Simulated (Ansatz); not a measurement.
Two members of one family (Series SiMe3X), computed with Ansatz in the gas phase. Binding counts from free atoms in the multiplicity of their measured ground term, without zero-point energy. The structures are stationary points that may keep the symmetry of their start.

First: SiHMe3 (singlet, charge 0, PBE-D4/def2-SVP geometry).

```csv
atom,x (Å),y (Å),z (Å)
Si1,0.0639,-0.3857,-0.3053
H2,0.2580,-1.5601,-1.2377
C3,0.3287,-0.9728,1.4757
H4,-0.3868,-1.7777,1.7436
H5,0.1829,-0.1361,2.1915
H6,1.3547,-1.3692,1.6201
C7,-1.6977,0.2760,-0.5225
H8,-1.8750,0.6121,-1.5653
H9,-1.8783,1.1423,0.1489
H10,-2.4514,-0.5019,-0.2835
C11,1.3268,0.9554,-0.7482
H12,1.1914,1.3056,-1.7920
H13,2.3647,0.5778,-0.6476
H14,1.2183,1.8343,-0.0776
```

| level | HOMO (eV) | LUMO (eV) | gap (eV) | binding per atom (eV) |
| --- | --- | --- | --- | --- |
| PBE-D4/def2-TZVPD | -7.23 | -0.34 | 6.89 | 3.85 |
| r2SCAN-D4/def2-TZVP | -7.50 | 1.05 | 8.55 | 3.83 |
| r2SCANh-D4/def2-TZVP | -7.98 | 1.26 | 9.24 | 3.82 |
| PBE0-D4/def2-SVP | -8.51 | 1.63 | 10.13 | 3.84 |
| PBE0-D4/def2-TZVP | -8.52 | 1.04 | 9.56 | 3.83 |

Second: SiClMe3 (singlet, charge 0, PBE-D4/def2-SVP geometry).

```xyz
14

Si    0.1436   -0.2946   -0.2481
Cl    0.8837   -1.8039   -1.5200
C     1.5760    0.8611    0.1494
H     2.4011    0.3099    0.6450
H     1.2420    1.6722    0.8302
H     1.9768    1.3252   -0.7732
C    -0.5124   -1.1329    1.3034
H    -1.3256   -1.8439    1.0547
H    -0.9145   -0.3791    2.0129
H     0.2920   -1.6978    1.8181
C    -1.2258    0.6043   -1.1743
H    -2.0491   -0.0912   -1.4356
H    -0.8416    1.0505   -2.1134
H    -1.6463    1.4203   -0.5490
```

Question: Estimate the same table for the second.

Answer: 
| level | HOMO (eV) | LUMO (eV) | gap (eV) | binding per atom (eV) |
| --- | --- | --- | --- | --- |
| PBE-D4/def2-TZVPD | -7.04 | -0.58 | 6.45 | 3.93 |
| r2SCAN-D4/def2-TZVP | -7.31 | 0.74 | 8.05 | 3.90 |
| r2SCANh-D4/def2-TZVP | -7.81 | 1.04 | 8.84 | 3.89 |
| PBE0-D4/def2-SVP | -8.19 | 1.40 | 9.59 | 3.91 |
| PBE0-D4/def2-TZVP | -8.33 | 0.83 | 9.15 | 3.90 |
